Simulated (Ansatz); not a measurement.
Gas-phase electronic energies from Ansatz, PBE0-D4/def2-TZVP geometries. CCSD(T)/CBS is the MP2 limit (def2-TZVPP, def2-QZVPP) plus CCSD(T) − MP2 in def2-TZVPP, frozen cores. This one scheme is used for every species. DFT in def2-TZVPP. B3LYP here is the variant with VWN-RPA as its local correlation; programs differ in this. One conformer a species, not always the lowest.

Consider the ligand exchange at the Si–F bond: `O[SiH2]F` + `[SiH3][SiH2]S` → `O[SiH2]S[SiH2][SiH3]` + H–F.

CCSD(T)/CBS gives +76.8 kJ/mol.

(1) Another level gave +79.7 kJ/mol. Which?
A. PBE/def2-TZVPP
B. SCS-MP2/def2-TZVPP
C. r2SCAN-D4/def2-TZVPP
D. B3LYP/def2-TZVPP

Largest T1 diagnostic among the species: 0.012.

Answers

(1) C. r2SCAN-D4 79.7, PBE 75.3, B3LYP 97.9, SCS-MP2/def2-TZVPP 85.8 kJ/mol.

The D4 term adds −16.4 kJ/mol with B3LYP and −9.3 kJ/mol with PBE0; it sums over pairs of atoms, weighted by their polarisabilities, and B3LYP, whose exchange is more repulsive, gets the larger term. In def2-TZVPP, CCSD(T) changes the Hartree–Fock value by −30.6 kJ/mol (the triples alone add −5.8 kJ/mol) and MP2 by −36.3 kJ/mol.
